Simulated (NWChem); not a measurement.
System: C4H6; SMILES C(#C)CC

Results from NWChem. Pople sets run with spherical d functions. The geometry was optimised at PBE0/def2-SVP. Level: PBE/6-31G* with COSMO at NWChem's default radii, gas-phase geometry; rows give the dielectric constant.

For dielectric constant 7.6:

```yaml
electrostatic solvation energy (kcal/mol): -2.7
dipole in solution (D): 0.96
```

Estimate the same quantities for dielectric constant 1.5.

The electrostatic solvation energy (kcal/mol) comes out as -1.0 and the dipole in solution (D) is 0.79.
